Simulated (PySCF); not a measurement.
GeH₃ + Cl₂ → GeH + 2 HCl

Level: PBE0 in the def2-TZVP basis family, all electrons, no relativity, computed in PySCF with density fitting; open shells unrestricted.

```json
{"species": "GeH₃", "state and structure": "doublet, C3v, Ge–H 1.539 Å (×3); H–Ge–H 111.2° (×3)", "ZPE (kJ/mol)": "52.7", "H(298 K) − H(0) (kJ/mol)": "10.6", "S° (J/(mol K))": "230.0"}
{"species": "Cl₂", "state and structure": "singlet, D∞h, Cl–Cl 1.982 Å", "ZPE (kJ/mol)": "3.5", "H(298 K) − H(0) (kJ/mol)": "9.1", "S° (J/(mol K))": "222.5"}
{"species": "GeH", "state and structure": "doublet, C∞v, Ge–H 1.601 Å", "ZPE (kJ/mol)": "11.4", "H(298 K) − H(0) (kJ/mol)": "8.7", "S° (J/(mol K))": "205.4"}
{"species": "HCl", "state and structure": "singlet, C∞v, H–Cl 1.279 Å", "ZPE (kJ/mol)": "17.9", "H(298 K) − H(0) (kJ/mol)": "8.7", "S° (J/(mol K))": "186.6"}
```

Task: Is the gas-phase reaction uphill or downhill in electronic energy at this level, and by how much?

Result: At PBE0/def2-TZVP, ΔE = -56.0 kJ/mol, downhill. 

Task: Add zero-point, thermal and entropy terms for 298.15 K and 1 bar.

Result: ΔZPE = -9.0 and Δ[H(298) − H(0)] = 6.4 kJ/mol give ΔH° = -58.6 kJ/mol. ΔS° = 126.1 J/(mol K), so ΔG° = -58.6 − 298.15 × (0.1261) = -96 kJ/mol and log₁₀K = 16.9.

The entropy of GeH lacks the orbital degeneracy of a ²Π state, up to R ln 2. Each species is the lowest minimum found with this bonding; other isomers or fragments can lie lower.
